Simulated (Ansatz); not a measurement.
The same molecule with X = B, Al, Ga, In. Ansatz, PBE0-D4/def2-TZVP geometries, multiplicity 1.

Elements past krypton have def2 core potentials. Scalar relativity is left out up to krypton.

| X | molecule | mean X–F bond length / Å | size of the dipole moment (ωB97M-V/def2-TZVPP) / D | HOMO–LUMO gap (B3LYP/def2-TZVPP) / eV | LUMO energy (B3LYP/def2-TZVPP) / eV |
| --- | --- | --- | --- | --- | --- |
| Al | `[F][Al]([F])[F]` | 1.629 | 0.00 | 9.53 | -1.89 |
| Ga | `[F][Ga]([F])[F]` | 1.724 | 0.00 | 8.68 | -2.78 |
| In | `[F][In]([F])[F]` | 1.918 | 0.00 | 7.05 | -3.83 |

(1) Give the row for X = B, `FB(F)F`. (Estimate.)

Answers

(1) The calculation gave: 
| X | molecule | mean X–F bond length / Å | size of the dipole moment (ωB97M-V/def2-TZVPP) / D | HOMO–LUMO gap (B3LYP/def2-TZVPP) / eV | LUMO energy (B3LYP/def2-TZVPP) / eV |
| --- | --- | --- | --- | --- | --- |
| B | `FB(F)F` | 1.311 | 0.00 | 11.94 | 0.05 |

From B to In the mean X–F bond length rises at each step, by 0.607 Å in all; the HOMO–LUMO gap (B3LYP/def2-TZVPP) falls at each step, by 4.89 eV in all; the LUMO energy (B3LYP/def2-TZVPP) falls at each step, by 3.88 eV in all. Bonds lengthen as the atom grows down the group. Dipoles are sizes alone, and their direction can turn along the series.

B3LYP here is the variant with VWN-RPA as its local correlation; programs differ in this.
